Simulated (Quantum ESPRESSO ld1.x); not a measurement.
The numbers below are computed, except where a source is named.
Problem. The mean radii <r> (bohr) of the occupied orbitals of an atom or ion are listed with their occupations. Level of theory: scalar-relativistic Kohn-Sham, BLYP, spin-unpolarised, spherical densities, point nucleus (ld1.x of Quantum ESPRESSO 7.5).

orbital  occ.      <r>
1s          2  0.02970
2s          2   0.1265
2p          6   0.1101
3s          2   0.3070
3p          1   0.2972

Name the element and its charge.

Solution. Z = 49, indium, charge +36: In36+ in [Ne] 3s2 3p1. The 1s radius gives Z: for a bare nucleus <r> = (2 gamma + 1)/(2Z) with gamma = sqrt(1 - (Z/c)^2), 0.02926 bohr for Z = 49, and screening makes it slightly larger (0.02970 here). The occupations add up to 13, and the charge is Z minus that.
